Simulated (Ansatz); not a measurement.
Basis-set series for CH4ClFGeS (`C[S][GeH]([F])[Cl]`). Charge 0, multiplicity 1. All single points use the PBE0-D4/def2-TZVP geometry. It is one conformer, not always the lowest.

```json
{"functional": "PBE0-D4", "basis": "def2-TZVPP", "functions": "250", "energy (Eh)": "-3075.25970", "HOMO (eV)": "-7.56", "LUMO (eV)": "-0.84"}
{"functional": "PBE0-D4", "basis": "def2-QZVPP", "functions": "463", "energy (Eh)": "-3075.33830", "HOMO (eV)": "-7.58", "LUMO (eV)": "-0.95"}
{"functional": "ωB97M-V", "basis": "def2-TZVPP", "functions": "250", "energy (Eh)": "-3075.73987", "HOMO (eV)": "-9.75", "LUMO (eV)": "1.09"}
{"functional": "ωB97M-V", "basis": "def2-QZVPP", "functions": "463", "energy (Eh)": "-3075.81582", "HOMO (eV)": "-9.78", "LUMO (eV)": "0.85"}
```

Give the rows for def2-SVP. (Best estimate.)

Computed: 
| functional | basis | functions | energy (Eh) | HOMO (eV) | LUMO (eV) |
| --- | --- | --- | --- | --- | --- |
| PBE0-D4 | def2-SVP | 116 | -3074.52559 | -7.49 | -0.55 |
| ωB97M-V | def2-SVP | 116 | -3075.00443 | -9.64 | 1.52 |

Positive LUMOs are unbound and depend on the basis. Scalar relativity is left out up to krypton.
